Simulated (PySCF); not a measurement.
CH5NSi2Te.
Geometry (PBE0-D3(BJ)/def2-SVP, Å), atoms numbered from 1 in this order:
```xyz
10
CH5NSi2Te angstrom
N     -1.4281    2.3980    0.5666
C     -1.5202    1.2460    0.4631
Si    -1.5640   -0.6029    0.2780
Te     0.4393   -1.5824    1.3780
Si     1.9112   -0.0795   -0.0044
H     -1.5920   -0.8635   -1.1874
H     -2.7902   -1.1080    0.9505
H      1.8672    1.3143    0.5193
H      3.2895   -0.6377    0.0955
H      1.4359   -0.1058   -1.4192
```

Computed with PBE0-D3(BJ)/def2-SVP geometry optimisation, gas phase, def2 core potentials past Kr in PySCF.

Take the most abundant isotopes and a rigid rotor. The values belong to one conformer with, in the numbering `[N:1]#[C:2][SiH2:3][Te:4][SiH3:5]`, C2–Si3–Te4–Si5 -54°.

(1) What are A, B and C (MHz)?

(2) Classify the top.

(3) What does the inertial defect say?

(4) Give the other two planar moments, Paa and Pbb, and the rms extents of the mass along the axes.

(5) Predict some low-J microwave lines.

## Answers

(1) Ia = 230.89, Ib = 451.92, Ic = 609.04 u·Å²; 505379 MHz·u·Å²/I gives A = 2189, B = 1118, C = 829.8 MHz.

(2) An asymmetric top. Ray's parameter κ = (2B − A − C)/(A − C) = -0.575; −1 is the prolate and +1 the oblate limit.

(3) Not planar: Δ = Ic − Ia − Ib = -73.77 u·Å². For a rigid frame Δ = −2 Σ m c², so Σ m c² = 36.89 u·Å² lies off the ab plane: 8.24 from hydrogen and 28.64 from heavier atoms. The atom farthest from that plane is 2.14 Å away.

(4) Paa = Σ m a² = (Ib + Ic − Ia)/2 = 415.03 and Pbb = Σ m b² = (Ia + Ic − Ib)/2 = 194.01 u·Å². With the mass M = 216.90 u, the rms extents √(P/M) along a, b and c are 1.38, 0.95, 0.41 Å.

(5) The dipole components are |μa| = 2.22 D, |μb| = 0.73 D, |μc| = 1.61 D. The squared components, which scale the intensities, stand as 1.00 : 0.11 : 0.53 (a : b : c). Some lines, for components of 0.1 D or more:

```tsv
type	branch	J(Ka,Kc)	MHz	lower level (cm⁻¹)
c	Q	3(1,3) ← 3(0,3)	564	0.382
c	Q	2(1,2) ← 2(0,2)	833	0.193
a	Q	3(1,2) ← 3(1,3)	1725	0.401
a	R	1(0,1) ← 0(0,0)	1948	0.000
b	Q	3(2,1) ← 3(1,2)	3058	0.458
b	R	3(0,3) ← 2(1,2)	4818	0.221
b	Q	4(3,1) ← 4(2,2)	5590	0.833
c	Q	3(3,1) ← 3(2,1)	5858	0.560
b	R	3(1,3) ← 2(0,2)	6215	0.193
a	R	3(1,2) ← 2(1,1)	6242	0.250
c	R	2(2,0) ← 1(1,0)	7447	0.110
b	R	4(1,4) ← 3(0,3)	7693	0.382
a	R	4(2,2) ← 3(2,1)	8187	0.560
a	R	4(1,3) ← 3(1,2)	8249	0.458
b	R	3(2,2) ← 2(1,1)	9056	0.250
```

Stationary, but not proved a minimum. No vibrational averaging or centrifugal distortion is included, and the geometry carries the error of its method. A rigid rotor knows nothing of internal rotation, which can split or shift real lines. Quadrupole hyperfine structure (14N) is left out.

On an Arm Neoverse V2 with one thread, on a shared host, this took 62 s and 0.50 GiB of memory at its peak. This is the geometry optimisation.
